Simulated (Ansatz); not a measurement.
# Which is lower?

The two ends of one reaction step of CH$_{8}$SeSi, singlet (PBE0-D4/def2-TZVP).

A:

```xyz
11
angstrom
Si -1.1955 0.2680 -0.0150
C -0.4341 -1.2606 0.7413
H -0.8876 0.3543 -1.4695
H -2.6760 0.2616 0.1397
H -0.6733 1.5021 0.6349
H 2.0098 1.8799 -0.0701
Se 2.8167 0.8713 -0.7656
H -0.6605 -1.3197 1.8082
H 0.6510 -1.2398 0.6189
H -0.8187 -2.1635 0.2616
H 1.8683 0.8462 -1.8844
```

B:

Si1  (-0.868, 1.763, -0.761)
C2  (0.413, -1.853, 1.032)
H3  (-1.502, 1.402, -2.054)
H4  (-1.337, 0.827, 0.290)
H5  (-1.220, 3.156, -0.395)
H6  (0.889, -0.878, 1.131)
Se7  (1.406, 1.768, -0.927)
H8  (-0.413, -1.927, 1.739)
H9  (1.141, -2.637, 1.240)
H10  (0.031, -1.973, 0.018)
H11  (1.461, 0.351, -1.313)
(Å)

Program: Ansatz 0.2.0. Basis: def2-TZVPP. Cores are frozen in the correlated methods. Filled d shells of the heavier atoms are correlated. The def2 sets are not built for correlating such inner shells, so the correlated values are less sure here. B3LYP uses VWN-RPA correlation.

Question: Which structure is lower at CCSD(T), and by how much? (To be estimated.)

Answer: Computed: B, by 60.6 kJ/mol (electronic energy, against the other). By their contacts, A is a complex of CH₆Si ([CH3][SiH3]) + H₂Se and B is a complex of SiH₄Se ([SiH3][SeH]) + CH₄.

All methods give the same order:

```csv
method,E(B) − E(A) (kJ/mol)
SPW92,-55.9
PBE-D4,-63.5
BLYP-D4,-61.7
r2SCAN-D4,-64.9
B97M-V,-59.5
PBE0-D4,-64.4
B3LYP-D4,-62.6
r2SCAN0-D4,-65.5
BHLYP-D4,-64.3
CAM-B3LYP-D4,-59.2
wB97X-V,-60.9
wB97M-V,-60.3
B2PLYP,-64.0
PBE-QIDH,-65.3
RPA on PBE,-58.1
HF,-66.9
MP2,-64.8
CCSD,-60.5
CCSD(T),-60.6
```

The T1 diagnostic stays at or below 0.009.

Labels in which every atom is bracketed show which atoms are joined, not bond orders.

For scale, one of the runs: CCSD(T)/def2-TZVPP, 233 basis functions, launched by `ansatz run in.yaml --threads 4 --pin off --events-out ev --progress --plain --max-ram 9574MiB`. The run took 120 s on 4 CPU threads of an Arm Neoverse V1 (shared host), with 4 GiB of host memory at its peak.
